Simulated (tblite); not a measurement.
Compound: C₄H₉FNS (doublet state).
Z-matrix (Å and degrees, GFN2-xTB geometry), rows numbered from 1:
```
C 
C   1  1.5271
C   2  1.5281  1  110.26
F   3  1.3717  2  109.95  1   -67.79
C   2  1.5327  1  112.71  3   123.12
N   5  1.4244  2  111.73  1    60.71
S   5  1.8486  2  111.00  1   -63.83
H   1  1.0889  2  110.31  3   -70.72
H   1  1.0869  2  111.03  3   168.03
H   1  1.0870  2  109.41  3    48.76
H   2  1.0957  1  108.95  3  -118.32
H   3  1.0951  2  111.62  1   174.00
H   3  1.0947  2  111.48  1    50.65
H   5  1.0951  2  109.58  1  -178.86
H   6  1.0124  5  112.32  2   175.01
H   6  1.0129  5  111.95  2   -61.62
```

Calculated harmonic vibrations of the isolated species, GFN2-xTB (tblite), most abundant isotopes, no scaling. Errors from tens to a few hundred cm⁻¹ against measured bands are possible. One conformer, not necessarily the lowest. Open shells enter through the occupations alone, without spin polarisation, and single modes of such species can be off by tens of per cent.

Harmonic wavenumbers (cm⁻¹): 67.9, 90.7, 159.3, 208.3, 255.2, 258.7, 294.6, 306.3, 404.8, 451.3, 551.5, 633.7, 861.6, 879.6, 918.0, 958.7, 1046.0, 1056.7, 1071.1, 1107.0, 1143.2, 1160.3, 1206.5, 1225.8, 1251.8, 1307.0, 1325.9, 1337.2, 1408.5, 1448.0, 1487.0, 1498.4, 1533.2, 2918.5, 2938.3, 2945.1, 2954.5, 3023.3, 3041.6, 3051.4, 3412.9, 3444.2.

A = 3160, B = 1342, C = 1157 MHz; mass 122.044 u (most abundant isotopes); point group C1, symmetry number 1; spin multiplicity 2.

Question: Zero-point energy?

Answer: ½Σν̃ = 28322 cm⁻¹ = 80.98 kcal/mol.

Question: Entropy at 500 K, 1 bar (ideal gas, RRHO, classical rotation)?

Answer: Translation 42.91, rotation 30.11, vibration 38.86, spin (R ln 2) 1.38: S = 113.3 cal/(mol K).

Question: And Cp and H(500 K) − H(0)?

Answer: Cp = 47.31 cal/(mol K), of which vibrations give 39.36 (their classical limit is 42 R = 83.5); H(500 K) − H(0) = 14.17 kcal/mol without the zero-point energy, 10.20 from vibrations.

Question: What must be added to the electronic energy to get the Gibbs energy at 500 K and 1 bar?

Answer: ZPE + [H(500 K) − H(0)] − T·S = 80.98 + 14.17 − 56.63 = 38.52 kcal/mol.

Question: Blend soft modes into free rotors: weight 1/[1 + (100 cm⁻¹/ν̃)⁴] for the oscillator and the rest for a rotor with moment μB/(μ + B), μ = h/(8π²ν), B = 10⁻⁴⁴ kg m². What vibrational entropy results?

Answer: 36.81 cal/(mol K) in place of 38.86, which changes −T·S at 500 K by +1.03 kcal/mol.

Hindered rotation and anharmonicity are outside this model. Other conformers, if any are populated, would add a mixing term that is left out. The structure is chiral; the term R ln 2 for an equal mix with its mirror image is left out.

Time: 0.57 s wall. Hardware: Arm Neoverse V1, one thread, shared host. The figure is for the frequency step alone.
